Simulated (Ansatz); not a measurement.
`CCC(C)(CC(C)(CC(C)(C)C(=O)OCc1ccccc1)C(=O)OC)C(=O)OC1CCOC1=O`. Charge 0, multiplicity 3. Geometry PBE-D4/def2-SVP, that of the neutral singlet.

Cartesian coordinates in Å:
```
C 2.900 -1.106 3.469
C 3.511 -1.499 2.125
C 2.908 -0.842 0.832
C 3.613 -1.486 -0.374
C 1.375 -1.049 0.831
C 0.541 -0.707 -0.447
C 0.850 0.699 -0.977
C -0.941 -0.874 0.024
C -2.148 -0.565 -0.913
C -2.423 0.950 -1.080
C -2.044 -1.243 -2.287
C -3.393 -1.132 -0.204
O -4.204 -1.891 -0.702
O -3.496 -0.647 1.059
C -4.681 -1.030 1.806
C -5.820 -0.077 1.545
C -5.950 1.100 2.308
C -6.984 2.011 2.046
C -7.900 1.754 1.013
C -7.777 0.584 0.246
C -6.742 -0.326 0.508
C 0.820 -1.808 -1.481
O 0.682 -2.998 -1.264
O 1.247 -1.328 -2.678
C 1.512 -2.325 -3.672
C 3.214 0.651 0.965
O 2.575 1.444 1.631
O 4.359 0.999 0.305
C 4.795 2.364 0.470
C 4.397 3.230 -0.718
C 5.527 2.939 -1.716
O 6.691 2.679 -0.905
C 6.332 2.311 0.363
O 7.127 1.986 1.208
H 2.934 -0.011 3.637
H 1.842 -1.424 3.556
H 3.457 -1.593 4.294
H 3.424 -2.598 1.980
H 4.600 -1.277 2.129
H 4.712 -1.430 -0.262
H 3.350 -0.995 -1.329
H 3.323 -2.553 -0.444
H 0.959 -0.442 1.657
H 1.175 -2.114 1.071
H 0.294 0.914 -1.906
H 0.594 1.462 -0.216
H 1.924 0.810 -1.226
H -1.064 -0.260 0.938
H -1.030 -1.932 0.348
H -3.406 1.108 -1.570
H -1.657 1.432 -1.714
H -2.447 1.463 -0.100
H -1.222 -0.799 -2.880
H -1.862 -2.330 -2.187
H -2.989 -1.115 -2.849
H -4.364 -0.992 2.866
H -4.954 -2.068 1.532
H -5.233 1.301 3.120
H -7.077 2.925 2.652
H -8.713 2.466 0.808
H -8.494 0.379 -0.564
H -6.628 -1.236 -0.100
H 0.596 -2.910 -3.894
H 2.297 -3.027 -3.325
H 1.849 -1.780 -4.572
H 4.451 2.741 1.451
H 4.419 4.296 -0.411
H 3.386 3.002 -1.104
H 5.763 3.783 -2.391
H 5.315 2.037 -2.331
```

Single mean-field runs in def2-SVP are fitted with def2-universal-jkfit. At PBE0-D4/def2-SVP a singlet of charge 0 lies 4.15 eV below the triplet at the same geometry.

Estimate the α-spin orbital energies around the gap (eV) in Ansatz with PBE-D4/def2-SVP, PBE0-D4/def2-SVP.


```tsv
orbital	PBE-D4/def2-SVP	PBE0-D4/def2-SVP
HOMO−5	-6.48	-8.16
HOMO−4	-6.46	-7.95
HOMO−3	-6.29	-7.90
HOMO−2	-6.24	-7.78
HOMO−1	-6.22	-7.67
HOMO	-2.02	-3.14
LUMO	-1.44	-0.44
LUMO+1	-1.36	-0.39
LUMO+2	-1.13	-0.06
LUMO+3	-1.02	0.08
LUMO+4	-0.89	0.31
LUMO+5	0.29	1.15
β HOMO	-6.07	-7.22
β LUMO	-5.54	-4.55
```
